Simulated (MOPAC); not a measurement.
MOPAC input (PM7):

```
PM7 FORCE THERMO(298,298) PRECISE LET CHARGE=-1 GEO-OK AUX(PRECISION=9) THREADS=1
CH5BNO2

C     1.96646495 1    0.38055314 1   -0.27289015 1
N     0.61289636 1    0.78760709 1    0.00231310 1
B    -0.41152801 1   -0.03546184 1    0.06289078 1
O    -0.45524642 1   -1.50075091 1   -0.12131907 1
O    -1.78975031 1    0.46991056 1    0.35496342 1
H     2.61599218 1    0.67854656 1    0.57109052 1
H     2.11520988 1   -0.70133370 1   -0.43858611 1
H     2.32948568 1    0.90662809 1   -1.17532036 1
H    -1.35319408 1   -1.79659235 1   -0.01265142 1
H    -1.76071314 1    1.41234280 1    0.47328388 1
```

Output:

```
 *******************************************************************************
 **                                                                           **
 **                              MOPAC v23.2.5                                **
 **                                                                           **
 *******************************************************************************
 ** MOPAC's Digital Object Identifier: https://doi.org/10.5281/zenodo.6511958 **
 **                                                                           **
 ** Please cite the open-source release paper for use of this MOPAC version:  **
 ** J. E. Moussa and J. J. P. Stewart (2026)                                  **
 ** MOPAC: An open-source semiempirical molecular orbital program             **
 ** J. Open Source Softw., 11(119), 8025, https://doi.org/10.21105/joss.08025 **
 *******************************************************************************

                              PM7 CALCULATION RESULTS

 *******************************************************************************
 *  PM7        - The PM7 Hamiltonian to be used
 *  GEO-OK     - OVERRIDE INTERATOMIC DISTANCE AND OTHER SAFETY CHECKS
 *
 *
 *
 *                 CHARGE ON SYSTEM = -1
 *
 *
 *
 *  LET        - OVERRIDE SOME SAFETY CHECKS
 *  PRECISE    - TIGHTER CRITERIA TO BE USED
 *  FORCE      - FORCE CALCULATION SPECIFIED
 *  AUX        - OUTPUT AUXILIARY INFORMATION
 *  THERMO     - THERMODYNAMIC QUANTITIES TO BE CALCULATED
 *******************************************************************************
PM7 FORCE THERMO(298,298) PRECISE LET CHARGE=-1 GEO-OK AUX(PRECISION=9) THREADS=1
 CH5BNO2

   ATOM   CHEMICAL          X               Y               Z
  NUMBER   SYMBOL      (ANGSTROMS)     (ANGSTROMS)     (ANGSTROMS)

     1       C          1.96646495  *   0.38055314  *  -0.27289015  *
     2       N          0.61289636  *   0.78760709  *   0.00231310  *
     3       B         -0.41152801  *  -0.03546184  *   0.06289078  *
     4       O         -0.45524642  *  -1.50075091  *  -0.12131907  *
     5       O         -1.78975031  *   0.46991056  *   0.35496342  *
     6       H          2.61599218  *   0.67854656  *   0.57109052  *
     7       H          2.11520988  *  -0.70133370  *  -0.43858611  *
     8       H          2.32948568  *   0.90662809  *  -1.17532036  *
     9       H         -1.35319408  *  -1.79659235  *  -0.01265142  *
    10       H         -1.76071314  *   1.41234280  *   0.47328388  *

          CARTESIAN COORDINATES

    NO.       ATOM           X           Y           Z

     1         C          1.9665      0.3806     -0.2729
     2         N          0.6129      0.7876      0.0023
     3         B         -0.4115     -0.0355      0.0629
     4         O         -0.4552     -1.5008     -0.1213
     5         O         -1.7898      0.4699      0.3550
     6         H          2.6160      0.6785      0.5711
     7         H          2.1152     -0.7013     -0.4386
     8         H          2.3295      0.9066     -1.1753
[...]

 VIBRATION         20   13A'          ATOM PAIR      ENERGY CONTRIBUTION    RADIAL
 FREQUENCY          2638.04         C  1 -- H  7         +68.3% ( 85.1%)     99.7%
 TRANSITION DIPOLE   0.1819         C  1 -- H  6         +15.4% ( 40.4%)     86.6%
 TRAVEL (Ang.)       0.2205         C  1 -- H  8         +15.4% ( 40.4%)     86.6%
 REDUCED MASS        0.5258         C  1 -- N  2          +0.9% (  9.6%)      1.7%
 EFFECTIVE MASS      1.4351
 FORCE CONSTANT      2.1558

 VIBRATION         21    8A"          ATOM PAIR      ENERGY CONTRIBUTION    RADIAL
 FREQUENCY          2644.52         C  1 -- H  8         +49.2% ( 72.1%)     98.2%
 TRANSITION DIPOLE   0.1397         C  1 -- H  6         +49.2% ( 72.1%)     98.2%
 TRAVEL (Ang.)       0.2272         C  1 -- N  2          +0.8% (  9.3%)      0.0%
 REDUCED MASS        0.4941         C  1 -- H  7          +0.8% (  8.9%)      0.0%
 EFFECTIVE MASS      1.4210
 FORCE CONSTANT      2.0359

 VIBRATION         22   14A'          ATOM PAIR      ENERGY CONTRIBUTION    RADIAL
 FREQUENCY          2739.64         C  1 -- H  6         +35.0% ( 56.7%)     96.8%
 TRANSITION DIPOLE   0.0261         C  1 -- H  8         +35.0% ( 56.7%)     96.8%
 TRAVEL (Ang.)       0.2739         C  1 -- H  7         +29.8% ( 52.3%)     96.4%
 REDUCED MASS        0.3281         C  1 -- N  2          +0.2% (  4.1%)     96.3%
 EFFECTIVE MASS      1.1117
 FORCE CONSTANT      1.4509

 VIBRATION         23   15A'          ATOM PAIR      ENERGY CONTRIBUTION    RADIAL
 FREQUENCY          2817.44         O  5 -- H 10         +99.1% ( 99.6%)     98.7%
 TRANSITION DIPOLE   0.9819         O  4 -- H  9          +0.6% (  7.6%)     98.9%
 TRAVEL (Ang.)       0.1598         B  3 -- O  5          +0.3% (  5.7%)     13.3%
 REDUCED MASS        0.9370
 EFFECTIVE MASS      1.3373
 FORCE CONSTANT      4.3823

 VIBRATION         24   16A'          ATOM PAIR      ENERGY CONTRIBUTION    RADIAL
 FREQUENCY          2818.37         O  4 -- H  9         +99.0% ( 99.6%)     98.7%
 TRANSITION DIPOLE   0.9873         O  5 -- H 10          +0.6% (  7.6%)     99.5%
 TRAVEL (Ang.)       0.1599         B  3 -- O  4          +0.3% (  5.8%)     12.7%
 REDUCED MASS        0.9359
 EFFECTIVE MASS      1.3381
 FORCE CONSTANT      4.3803

      SYMMETRY NUMBER FOR POINT-GROUP Cs  =  1

          SYSTEM IS A GROUND STATE

 CH5BNO2

          MOLECULE IS NOT LINEAR

          THERE ARE 24 GENUINE VIBRATIONS IN THIS SYSTEM
          THIS THERMODYNAMICS CALCULATION IS LIMITED TO
          MOLECULES WHICH HAVE NO INTERNAL ROTATIONS

                    CALCULATED THERMODYNAMIC PROPERTIES
                                          *
   TEMP. (K)   PARTITION FUNCTION   H.O.F.    ENTHALPY  HEAT CAPACITY ENTROPY
                                   KCAL/MOL   CAL/MOLE    CAL/K/MOL  CAL/K/MOL

 298.00  VIB.     0.3185D+02                  2440.4491    15.9634    15.0673
         ROT.     0.9286D+05                   888.2803     2.9808    25.7122
         INT.     0.2958D+07                  3328.7294    18.9442    40.7795
         TRA.     0.6138D+27                  1480.4672     4.9680    38.8128
         TOT.                     -182.027    4809.1966    23.9122    79.5923

   *: NOTE: HEATS OF FORMATION ARE RELATIVE TO THE
            ELEMENTS IN THEIR STANDARD STATE AT 298K
              (=  Standard Enthalpy of Formation).

            Hvib:  Zero-point energy is not included.
                   frequencies of less than zero cm-1 are not included.
            Hrot = (3/2)RT
            Htra = (3/2)RT + pV = (5/2)RT

            Heat capacity is Cp, not Cv

          For more information, see: HTTP://OpenMOPAC.net/Manual/thermochemistry.html

           FORCE CONSTANT IN CARTESIAN COORDINATES (Millidynes/A)

    ATOM   CHEMICAL       X               Y               Z
   NUMBER   SYMBOL  FORCE CONSTANT  FORCE CONSTANT  FORCE CONSTANT

      1       C        7.720362        6.156902        5.994787
      2       N        9.562003        5.283178        1.197834
      3       B        7.013661        8.042208        1.519605
      4       O        3.674107        5.227872        0.254939
      5       O        4.538793        4.440933        0.265581
      6       H        1.243361        1.371965        2.769101
      7       H        1.494801        3.320208        0.583398
      8       H        1.243382        1.371958        2.769087
      9       H        2.722885        2.345608        0.056147
     10       H        1.191047        3.875419        0.049025

 **********************
 *                    *
 * JOB ENDED NORMALLY *
 *                    *
 **********************

 == MOPAC DONE ==
```

The dipole moment of an ion depends on the origin.
